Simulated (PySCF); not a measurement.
# Computed records: Al₂H₃O, Al₂H₄, AlBH₄NSi, Al₂BH₅N and others

Calculation on a computer-drawn molecule: the log of a Hartree-Fock and frozen-core CCSD(T) single point meant for a local Hartree-Fock minimum, with one planted fault or none, to be diagnosed. Offsets are logged minus clean, where the clean run is the same molecule without the fault. The reference is restricted for singlets and unrestricted otherwise, and also for a bond in bohr or an excited solution. Adding or removing an electron swaps singlet and doublet. The excited solution moves the top pair (singlet) or top alpha electron (doublet) to the lowest empty orbital. Highest occupied and lowest empty are orbital energies over both spins, largest force is the largest gradient component, triples share is (T) over the correlation energy, the T1 limit is 0.02 restricted and 0.045 unrestricted, electrons count all cores, a negative frequency is imaginary (commonest isotopes), and the dipole is about the centre of nuclear charge. Program: PySCF 2.14.0.

Common to all runs: meant basis cc-pV(D+d)Z; logged SCF converged yes; possible faults no fault, one electron removed, one electron added, multiplicity raised by two, geometry at a saddle point, SCF held on an excited solution, minimal basis STO-3G, one bond length entered in bohr, all coordinates scaled.

(1) Al₂H₃O

Logged structure:
```xyz
6
Al2H3O
Al    -2.6462    -1.4933    -1.1619
O     -1.1510    -1.9604    -0.8011
Al     0.4886    -2.4728    -0.4067
H     -4.0753    -1.0459    -1.5063
H      1.5916    -1.7145    -1.2035
H      0.5525    -3.5959     0.6709
```

```
meant charge                      : 1
meant multiplicity                : 1
logged electrons                  : 36
logged basis functions            : 75
logged spin squared               : 0
logged highest occupied           : -9.2215 eV
logged lowest empty               : -12.659 eV
logged largest force              : 0.18625 hartree/bohr
logged CC converged               : no
logged dipole magnitude           : 8.0482 debye
logged SCF stable within its kind : no
logged energy HF                  : -559.65557 hartree
planted fault                     : SCF held on an excited solution
HF energy offset from clean run   : 395.6 kcal/mol
```

Drawn bonds:
```csv
atom,other atom,order
1,2,1
2,3,1
1,4,1
3,5,1
3,6,1
```

Notes: CCSD not converged.

(2) Al₂H₄

Logged structure:
```xyz
6
Al2H4
Al     0.0337    -0.9673    -0.7349
Al     1.8453     0.8036    -0.0473
H     -1.1233    -0.6287    -1.7708
H      0.0292    -2.4411    -0.1396
H      1.6383     1.7830     1.1873
H      3.2136     0.9595    -0.8410
```

```
meant charge                         : 0
meant multiplicity                   : 1
logged electrons                     : 30
logged basis functions               : 22
logged spin squared                  : 0
logged highest occupied              : -5.5802 eV
logged lowest empty                  : 8.9282 eV
logged largest force                 : 0.03955 hartree/bohr
logged T1 diagnostic                 : 0.0080286
logged D1 diagnostic                 : 0.017357
logged triples share                 : 0.010994
logged CC converged                  : yes
logged dipole magnitude              : 0.0007652 debye
logged SCF stable within its kind    : yes
logged energy HF                     : -480.27697 hartree
logged energy CCSD(T)                : -480.36998 hartree
planted fault                        : minimal basis STO-3G
HF energy offset from clean run      : 3672 kcal/mol
CCSD(T) energy offset from clean run : 3725 kcal/mol
```

Drawn bonds:
```csv
atom,other atom,order
1,2,1
1,3,1
1,4,1
2,5,1
2,6,1
```

(3) AlBH₄NSi

Logged structure:
```xyz
8
AlBH4NSi
Al    -0.0492     1.8132     1.1590
B      1.9273     1.2477     0.3980
N      3.0870     0.9155    -0.0479
Si     4.5325     0.5006    -0.6025
H     -0.4220     3.3092     0.9232
H     -0.8303     0.6472     1.8394
H      5.7156     0.6097     0.2436
H      4.6946     0.0054    -1.9649
```

```
meant charge                         : 1
meant multiplicity                   : 1
logged electrons                     : 42
logged basis functions               : 32
logged spin squared                  : 0
logged highest occupied              : -13.679 eV
logged lowest empty                  : -1.3082 eV
logged largest force                 : 0.039644 hartree/bohr
logged T1 diagnostic                 : 0.020954
logged D1 diagnostic                 : 0.062093
logged triples share                 : 0.041272
logged CC converged                  : yes
logged dipole magnitude              : 4.1959 debye
logged SCF stable within its kind    : yes
logged energy HF                     : -604.8999 hartree
logged energy CCSD(T)                : -605.11884 hartree
planted fault                        : minimal basis STO-3G
HF energy offset from clean run      : 4514 kcal/mol
CCSD(T) energy offset from clean run : 4641 kcal/mol
```

Drawn bonds:
```csv
atom,other atom,order
1,2,1
2,3,1
3,4,2
1,5,1
1,6,1
4,7,1
4,8,1
```

Notes: T1 above single-reference limit.

(4) AlBH₄NSi

Structure as in entry 3.

```
meant charge                         : 1
meant multiplicity                   : 1
logged electrons                     : 43
logged basis functions               : 94
logged spin squared                  : 0.7981
logged highest occupied              : -5.9971 eV
logged lowest empty                  : 0.2227 eV
logged largest force                 : 0.087186 hartree/bohr
logged T1 diagnostic                 : 0.020584
logged D1 diagnostic                 : 0.066608
logged triples share                 : 0.035261
logged CC converged                  : yes
logged dipole magnitude              : 2.8537 debye
logged SCF stable within its kind    : yes
logged energy HF                     : -612.28469 hartree
logged energy CCSD(T)                : -612.73005 hartree
planted fault                        : one electron added
HF energy offset from clean run      : -120.1 kcal/mol
CCSD(T) energy offset from clean run : -135.4 kcal/mol
```

Drawn bonds:
```csv
atom,other atom,order
1,2,1
2,3,1
3,4,2
1,5,1
1,6,1
4,7,1
4,8,1
```

(5) Al₂BH₅N

Logged structure:
```xyz
9
Al2BH5N
Al    -2.0157     0.6175    -1.4589
B     -0.1115    -0.5081    -1.5488
N      1.0109    -1.1956    -1.5761
Al     1.5005    -2.6619    -0.4511
H     -2.0938     1.7504    -2.5238
H     -2.9737     0.0991    -0.3463
H      1.6976    -0.9209    -2.2714
H      2.9102    -3.2200    -0.7839
H      0.3700    -2.9860     0.5678
```

```
meant charge                         : 1
meant multiplicity                   : 1
logged electrons                     : 42
logged basis functions               : 33
logged spin squared                  : 0
logged highest occupied              : -14.433 eV
logged lowest empty                  : 1.5565 eV
logged largest force                 : 0.036719 hartree/bohr
logged T1 diagnostic                 : 0.018408
logged D1 diagnostic                 : 0.065995
logged triples share                 : 0.027107
logged CC converged                  : yes
logged dipole magnitude              : 1.012 debye
logged SCF stable within its kind    : yes
logged energy HF                     : -558.95739 hartree
logged energy CCSD(T)                : -559.16029 hartree
planted fault                        : minimal basis STO-3G
HF energy offset from clean run      : 4224 kcal/mol
CCSD(T) energy offset from clean run : 4353 kcal/mol
```

Drawn bonds:
```csv
atom,other atom,order
1,2,1
2,3,1
3,4,1
1,5,1
1,6,1
3,7,1
4,8,1
4,9,1
```

(6) Al₂BH₅

Logged structure:
```xyz
8
Al2BH5
Al     0.3500     0.7032    -1.6328
B      0.1811    -1.3469    -1.0476
Al     0.2603    -2.2365     0.8956
H      1.7648     1.3429    -1.9656
H     -0.9327     1.6349    -1.7219
H      0.0142    -2.1259    -1.9608
H      1.6411    -2.7107     1.5202
H     -1.0562    -2.4169     1.7650
```

```
meant charge                         : 0
meant multiplicity                   : 1
logged electrons                     : 36
logged basis functions               : 85
logged spin squared                  : 0
logged highest occupied              : -9.332 eV
logged lowest empty                  : 0.87154 eV
logged largest force                 : 3.107e-05 hartree/bohr
logged lowest frequency              : 117.83 cm⁻¹
logged T1 diagnostic                 : 0.0136
logged D1 diagnostic                 : 0.029827
logged triples share                 : 0.02282
logged CC converged                  : yes
logged dipole magnitude              : 0.63284 debye
logged SCF stable within its kind    : yes
logged energy HF                     : -511.35856 hartree
logged energy CCSD(T)                : -511.62914 hartree
planted fault                        : no fault
HF energy offset from clean run      : 0 kcal/mol
CCSD(T) energy offset from clean run : 0 kcal/mol
```

Drawn bonds:
```csv
atom,other atom,order
1,2,1
2,3,1
1,4,1
1,5,1
2,6,1
3,7,1
3,8,1
```

(7) AlB₂ClH₃

Logged structure:
```xyz
7
AlB2ClH3
Al     0.8656    -0.2691     0.6966
B     -0.2214    -0.2467    -1.2153
B     -1.8061    -0.7562    -1.4883
Cl    -3.3387    -1.2706    -1.6496
H      0.7234     1.0381     1.5447
H      2.3731    -2.7559     1.2314
H      0.3302     0.1624    -2.1956
```

```
meant charge                         : 1
meant multiplicity                   : 1
logged electrons                     : 42
logged basis functions               : 89
logged spin squared                  : 1.0161
logged highest occupied              : -12.582 eV
logged lowest empty                  : -5.582 eV
logged largest force                 : 0.01397 hartree/bohr
logged T1 diagnostic                 : 0.048908
logged D1 diagnostic                 : 0.25203
logged triples share                 : 0.038259
logged CC converged                  : yes
logged dipole magnitude              : 0.85634 debye
logged SCF stable within its kind    : yes
logged energy HF                     : -752.14508 hartree
logged energy CCSD(T)                : -752.53215 hartree
planted fault                        : one bond length entered in bohr, row 5 of the drawn bonds
HF energy offset from clean run      : 56.61 kcal/mol
CCSD(T) energy offset from clean run : 63.95 kcal/mol
```

Drawn bonds:
```csv
atom,other atom,order
1,2,1
2,3,1
3,4,1
1,5,1
1,6,1
2,7,1
```

Notes: T1 above single-reference limit.

(8) AlBClH₄Si

Logged structure:
```xyz
8
AlBClH4Si
Al     2.0322     0.2731     0.0000
B      0.0617    -0.7534     0.0000
Si    -1.7715     0.2357     0.0000
Cl    -3.5109    -0.7099     0.0000
H      3.2994    -0.6408     0.0000
H      1.9790     1.8423     0.0000
H     -0.1183    -1.9349     0.0000
H     -1.9715     1.6879     0.0000
```

```
meant charge                         : 1
meant multiplicity                   : 1
logged electrons                     : 52
logged basis functions               : 103
logged spin squared                  : 0
logged highest occupied              : -15.015 eV
logged lowest empty                  : -6.2175 eV
logged largest force                 : 3.865e-05 hartree/bohr
logged lowest frequency              : -145.04 cm⁻¹
logged T1 diagnostic                 : 0.014958
logged D1 diagnostic                 : 0.050628
logged triples share                 : 0.027149
logged CC converged                  : yes
logged dipole magnitude              : 1.0484 debye
logged SCF stable within its kind    : yes
logged energy HF                     : -1017.07712 hartree
logged energy CCSD(T)                : -1017.49829 hartree
planted fault                        : geometry at a saddle point
HF energy offset from clean run      : 8.46 kcal/mol
CCSD(T) energy offset from clean run : 9.896 kcal/mol
```

Drawn bonds:
```csv
atom,other atom,order
1,2,1
2,3,1
3,4,1
1,5,1
1,6,1
2,7,1
3,8,1
```

(9) AlBH₅Si

Logged structure:
```xyz
8
AlBH5Si
Al     0.7185    -2.9022    -0.4657
B     -0.4670    -1.4673    -1.5184
Si    -2.1165    -0.6733    -0.8706
H      1.8892    -2.4496     0.5066
H      0.4687    -4.4608    -0.6366
H     -0.1286    -1.0853    -2.6099
H     -2.7253    -0.9900     0.4391
H     -2.9373     0.3194    -1.5955
```

```
meant charge                         : 0
meant multiplicity                   : 2
logged electrons                     : 37
logged basis functions               : 85
logged spin squared                  : 3.7806
logged highest occupied              : -5.7461 eV
logged lowest empty                  : -1.1522 eV
logged largest force                 : 0.036741 hartree/bohr
logged T1 diagnostic                 : 0.018964
logged D1 diagnostic                 : 0.079619
logged triples share                 : 0.026086
logged CC converged                  : yes
logged dipole magnitude              : 2.5179 debye
logged SCF stable within its kind    : yes
logged energy HF                     : -558.24812 hartree
logged energy CCSD(T)                : -558.5318 hartree
planted fault                        : multiplicity raised by two
HF energy offset from clean run      : 74.29 kcal/mol
CCSD(T) energy offset from clean run : 83.32 kcal/mol
```

Drawn bonds:
```csv
atom,other atom,order
1,2,1
2,3,1
1,4,1
1,5,1
2,6,1
3,7,1
3,8,1
```

(10) AlBH₈Si₂

Logged structure:
```xyz
12
AlBH8Si2
Al    -0.5592     2.0566     1.1527
B      0.5317     0.2571     0.7793
Si    -0.0332    -1.0644    -0.6686
Si     2.1962    -0.2353     1.8511
H     -0.2587     3.3662     0.3112
H     -1.6786     2.0975     2.2747
H     -1.4788    -1.0093    -1.0071
H      0.7356    -0.6744    -1.8822
H      0.2972    -2.4737    -0.3370
H      1.7095    -1.0899     2.9686
H      3.1903    -1.0107     1.0664
H      2.9015     0.9310     2.4427
```

```
meant charge                      : 0
meant multiplicity                : 1
logged electrons                  : 53
logged basis functions            : 123
logged spin squared               : 0.7663
logged highest occupied           : -16.133 eV
logged lowest empty               : -7.1496 eV
logged largest force              : 0.047377 hartree/bohr
logged T1 diagnostic              : 0.021634
logged D1 diagnostic              : 0.083665
logged triples share              : 0.028161
logged CC converged               : yes
logged dipole magnitude           : 2.0705 debye
logged SCF stable within its kind : yes
logged energy HF                  : -848.76203 hartree
logged energy CCSD(T)             : -849.18399 hartree
```

Drawn bonds:
```csv
atom,other atom,order
1,2,1
2,3,1
2,4,1
1,5,1
1,6,1
3,7,1
3,8,1
3,9,1
4,10,1
4,11,1
4,12,1
```

To be estimated
1. Give the missing planted fault for AlBH₈Si₂ (entry 10).

Answers
1. one electron removed

Further results for AlBH₈Si₂ (entry 10):

```
HF energy offset from clean run      : 194.7 kcal/mol
CCSD(T) energy offset from clean run : 207.7 kcal/mol
```
